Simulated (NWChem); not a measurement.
System: SiClF, singlet; SMILES F[Si]Cl

Here is an NWChem input.

```
start job
memory heap 200 mb stack 900 mb global 1100 mb
geometry units angstroms noautoz
  Si     0.662467    -0.599868     0.000000
  F     -0.696492    -1.529652     0.000000
  Cl    -0.174854     1.337628     0.000000
end
basis spherical
  * library 6-31g*
end
dft
  xc mpw1k
  iterations 150
  mulliken
end
task dft energy
```

Parts of the log:

```
             Northwest Computational Chemistry Package (NWChem) 7.3.0
             --------------------------------------------------------

 CS  symmetry detected

                             Geometry "geometry" -> ""
                             -------------------------

 Output coordinates in angstroms (scale by  1.889725989 to convert to a.u.)

  No.       Tag          Charge          X              Y              Z
 ---- ---------------- ---------- -------------- -------------- --------------
    1 Si                  14.0000     0.66778729    -0.60753156     0.00000000
    2 F                    9.0000    -0.68172701    -1.55097155     0.00000000
    3 Cl                  17.0000    -0.18902817     1.32142269     0.00000000

 Effective nuclear repulsion energy (a.u.)     127.9445424933

      Symmetry information
      --------------------

 Group name             Cs
 Group number              2
 Group order               2
 No. of unique centers     3

                                 NWChem DFT Module
                                 -----------------

 Summary of "ao basis" -> "ao basis" (spherical)
 ------------------------------------------------------------------------------
       Tag                 Description            Shells   Functions and Types
 ---------------- ------------------------------  ------  ---------------------
 Si                          6-31g*                  8       18   4s3p1d
 F                           6-31g*                  6       14   3s2p1d
 Cl                          6-31g*                  8       18   4s3p1d

      Symmetry analysis of basis
      --------------------------

        a'         36
        a"         14

            General Information
            -------------------
          SCF calculation type: DFT
          Wavefunction type:  closed shell.
          No. of atoms     :     3
          No. of electrons :    40
           Alpha electrons :    20
            Beta electrons :    20
          Charge           :     0
          Spin multiplicity:     1
          Use of symmetry is: on ; symmetry adaption is: on
          Maximum number of iterations: 150
          AO basis - number of functions:    50
                     number of shells:    22
          Convergence on energy requested:  1.00D-06
          Convergence on density requested:  1.00D-05
          Convergence on gradient requested:  5.00D-04

              XC Information
              --------------
                        MPW1K Method XC Functional
                     Hartree-Fock (Exact) Exchange  0.428
                        mPW91  Exchange Functional  0.572
                Perdew 1991 Correlation Functional  1.000 non-local
            Perdew 1991 LDA Correlation Functional  1.000 local

             Grid Information
             ----------------
          Grid used for XC integration:  medium
          Radial quadrature: Mura-Knowles
          Angular quadrature: Lebedev.
          Tag              B.-S. Rad. Rad. Pts. Rad. Cut. Ang. Pts.
          ---              ---------- --------- --------- ---------
          Si                  1.10       88           8.0       590
          F                   0.50       49           8.0       434
          Cl                  1.00       88           8.0       590
          Grid pruning is: on
          Number of quadrature shells:   225
          Spatial weights used:  Erf1

      Superposition of Atomic Density Guess
      -------------------------------------

 Sum of atomic energies:        -847.64022226

      Non-variational initial energy
      ------------------------------

 Total energy =    -847.850187
 1-e energy   =   -1429.804198
 2-e energy   =     454.009469
 HOMO         =      -0.291554
 LUMO         =      -0.035096

      Symmetry analysis of molecular orbitals - initial
      -------------------------------------------------

  Numbering of irreducible representations:

     1 a'          2 a"

  Orbital symmetries:

     1 a'          2 a'          3 a'          4 a'          5 a'
     6 a'          7 a"          8 a'          9 a'         10 a'
    11 a"         12 a'         13 a'         14 a'         15 a'
    16 a"         17 a'         18 a"         19 a'         20 a'
    21 a"         22 a'         23 a'         24 a'         25 a'
    26 a"         27 a'         28 a'         29 a"         30 a'

     ---------------------------------------------
      Total Density - Mulliken Population Analysis
     ---------------------------------------------

    Atom       Charge   Shell Charges
 -----------   ------   -------------------------------------------------------
    1 Si  14    12.85   2.00  2.00  5.97  1.17  0.69  0.73  0.19  0.10
    2 F    9     9.65   2.00  0.96  3.48  1.00  2.21  0.01
    3 Cl  17    17.50   2.00  2.00  5.98  1.39  3.73  0.56  1.83  0.01

   convergence    iter        energy       DeltaE   RMS-Dens  Diis-err
 ---------------- ----- ----------------- --------- --------- ---------
 d= 0,ls=0.0,diis     1   -849.4939146967 -9.77D+02  2.09D-02  4.79D-01
 d= 0,ls=0.0,diis     2   -849.4806972805  1.32D-02  9.13D-03  8.15D-01
 d= 0,ls=0.0,diis     3   -849.5573779076 -7.67D-02  1.72D-03  5.95D-03
 d= 0,ls=0.0,diis     4   -849.5578939525 -5.16D-04  7.00D-04  1.30D-03
 d= 0,ls=0.0,diis     5   -849.5580870927 -1.93D-04  1.20D-04  2.86D-05
  Resetting Diis
 d= 0,ls=0.0,diis     6   -849.5580918030 -4.71D-06  4.17D-05  1.29D-06
 d= 0,ls=0.0,diis     7   -849.5580921481 -3.45D-07  6.62D-06  5.68D-08

         Total DFT energy =     -849.558092148128
      One electron energy =    -1431.026408441891
           Coulomb energy =      513.203146184363
    Exchange-Corr. energy =      -59.679372383876
 Nuclear repulsion energy =      127.944542493276

 Numeric. integr. density =       39.999998779766

                  Occupations of the irreducible representations
                  ----------------------------------------------

                     irrep           alpha         beta
                     --------     --------     --------
                     a'               16.0         16.0
                     a"                4.0          4.0

                       DFT Final Molecular Orbital Analysis
                       ------------------------------------

 Vector   18  Occ=2.000000D+00  E=-3.982561D-01  Symmetry=a"
              MO Center= -1.5D-01,  1.2D+00,  3.9D-16, r^2= 1.5D+00
   Bfn.  Coefficient  Atom+Function         Bfn.  Coefficient  Atom+Function
  ----- ------------  ---------------      ----- ------------  ---------------
    41      0.691192  3 Cl pz                45      0.387826  3 Cl pz
    37     -0.270459  3 Cl pz                 9      0.119978  1 Si pz
    23     -0.101898  2 F  pz                27     -0.083973  2 F  pz
    15      0.049791  1 Si d -1               5     -0.046291  1 Si pz
    13      0.039766  1 Si pz

 Vector   19  Occ=2.000000D+00  E=-3.915439D-01  Symmetry=a'
              MO Center= -1.2D-01,  1.1D+00, -3.8D-15, r^2= 1.7D+00
   Bfn.  Coefficient  Atom+Function         Bfn.  Coefficient  Atom+Function
  ----- ------------  ---------------      ----- ------------  ---------------
    39      0.562838  3 Cl px                40      0.413129  3 Cl py
    43      0.303566  3 Cl px                35     -0.219204  3 Cl px
    44      0.217722  3 Cl py                36     -0.160311  3 Cl py
    22      0.146809  2 F  py                26      0.113940  2 F  py
     7      0.110334  1 Si px                10      0.059820  1 Si s

 Vector   20  Occ=2.000000D+00  E=-3.299923D-01  Symmetry=a'
              MO Center=  7.2D-01, -3.1D-01,  6.1D-15, r^2= 2.9D+00
   Bfn.  Coefficient  Atom+Function         Bfn.  Coefficient  Atom+Function
  ----- ------------  ---------------      ----- ------------  ---------------
    10      0.454705  1 Si s                  6      0.430112  1 Si s
     7      0.326714  1 Si px                39     -0.321169  3 Cl px
    40      0.262139  3 Cl py                21     -0.208776  2 F  px
    43     -0.208273  3 Cl px                 2     -0.195434  1 Si s
    25     -0.167086  2 F  px                44      0.153844  3 Cl py

 Vector   21  Occ=0.000000D+00  E=-7.810363D-02  Symmetry=a"
              MO Center=  6.3D-01, -5.4D-01,  1.0D-15, r^2= 2.8D+00
   Bfn.  Coefficient  Atom+Function         Bfn.  Coefficient  Atom+Function
  ----- ------------  ---------------      ----- ------------  ---------------
     9      0.607152  1 Si pz                13      0.542459  1 Si pz
    41     -0.221129  3 Cl pz                 5     -0.216487  1 Si pz
    45     -0.211313  3 Cl pz                27     -0.190878  2 F  pz
    23     -0.189886  2 F  pz                37      0.084025  3 Cl pz
    47     -0.033973  3 Cl d -1

 Vector   22  Occ=0.000000D+00  E= 2.469725D-02  Symmetry=a'
              MO Center=  8.6D-01, -7.4D-01, -9.2D-15, r^2= 3.8D+00
   Bfn.  Coefficient  Atom+Function         Bfn.  Coefficient  Atom+Function
  ----- ------------  ---------------      ----- ------------  ---------------
    12      1.006744  1 Si py                42     -0.580160  3 Cl s
     8      0.475121  1 Si py                44      0.327538  3 Cl py
    24      0.292593  2 F  s                 43     -0.274460  3 Cl px
    10      0.221577  1 Si s                 39     -0.201306  3 Cl px
     4     -0.164452  1 Si py                25      0.152054  2 F  px

[...]
```

Level: MPW1K/6-31G* (spherical d). Low-valent species are run as closed-shell singlets; no triplet was tried in these runs. All runs use the structure optimised with PBE-D3(BJ)/def2-SVP.
